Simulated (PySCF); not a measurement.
**Excitation energy of Ti⁺ by level of theory**

Ti⁺ [Ar] 3d2 4s1 (4F) → Ti⁺ [Ar] 3d1 4s2 (2D), as a difference of total energies. Calculation: PySCF 2.14, in x2c-QZVPPall; the spin-free X2C one-electron Hamiltonian (Gaussian nucleus). Correlated levels: valence: [Ar] frozen; valence and next inner shell: [Ne] frozen. The calculations carry no spin-orbit coupling.

```csv
method,excitation energy (cm⁻¹),error (cm⁻¹)
UHF,30869,+5994
LDA,30796,+5922
PBE,31871,+6996
PBE0,31702,+6827
r2SCAN,36307,+11432
B2PLYP,27809,+2934
CAM-B3LYP,29499,+4624
r2SCAN0,34657,+9782
LC-wPBE,33127,+8252
MP2 (valence),26124,+1249
SCS-MP2 (valence),23553,-1322
MP2 (valence and next inner shell),25631,+756
SCS-MP2 (valence and next inner shell),24029,-846
```

Reference: 24875 cm⁻¹ (measured; NIST levels, between the centres of gravity of the two terms).

Errors of the correlated levels include the incompleteness of this basis and the frozen core.
